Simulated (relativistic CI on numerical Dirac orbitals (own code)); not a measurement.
Ligand-field terms of d6

Computed with a parametric ligand-field model of a d^n configuration (Racah B and C, spin-orbit zeta, crystal field), exact diagonalisation.

Field parameters in Wybourne normalisation: Td as Oh with Dq negative (B⁴₀ = 21Dq, B⁴₄ = √(5/14) B⁴₀). The field is a parameter set, without covalency.

B = 870 cm⁻¹, C = 3160 cm⁻¹ (C/B = 3.63), Td, no spin-orbit coupling. Tanabe-Sugano data, E/B above the lowest term (Δ = |10Dq|; b, c mark the second and third term of a kind):

```
 Δ/B    5E    5T2    3T1     3E    3T2    1T2     1E
 1.0  0.00   1.00  18.40  18.71  19.30  27.65  27.58
 1.9  0.00   1.90  18.04  18.83  19.80  27.31  27.27
 2.8  0.00   2.80  17.52  18.93  20.16  26.82  26.90
 3.7  0.00   3.70  16.91  19.02  20.41  26.27  26.48
 4.6  0.00   4.60  16.25  19.09  20.58  25.66  26.02
 5.5  0.00   5.49  15.55  19.15  20.71  25.02  25.52
 6.4  0.00   6.40  14.80  19.20  20.82  24.35  24.98
 7.3  0.00   7.30  14.05  19.24  20.90  23.66  24.42
 8.2  0.00   8.20  13.28  19.27  20.97  22.96  23.83
 9.1  0.00   9.10  12.49  19.31  21.03  22.24  23.20
10.0  0.00  10.00  11.69  19.33  21.08  21.51  22.56
10.9  0.00  10.90  10.89  19.36  21.13  20.77  21.89
11.8  0.00  11.80  10.07  19.38  21.17  20.01  21.20
12.7  0.00  12.70   9.25  19.40  21.20  19.25  20.50
13.6  0.00  13.60   8.43  19.42  21.23  18.49  19.79
14.5  0.00  14.51   7.59  19.44  21.26  17.71  19.05
15.4  0.00  15.40   6.76  19.45  21.28  16.93  18.31
16.3  0.00  16.30   5.92  19.46  21.31  16.14  17.56
17.2  0.00  17.20   5.08  19.48  21.33  15.35  16.79
18.1  0.00  18.10   4.23  19.49  21.35  14.55  16.01
19.0  0.00  19.00   3.38  19.50  21.37  13.75  15.23
19.9  0.00  19.90   2.53  19.51  21.38  12.95  14.44
20.8  0.00  20.80   1.67  19.52  21.40  12.13  13.64
21.7  0.00  21.70   0.81  19.53  21.41  11.32  12.84
```

The ground term stays 5E.
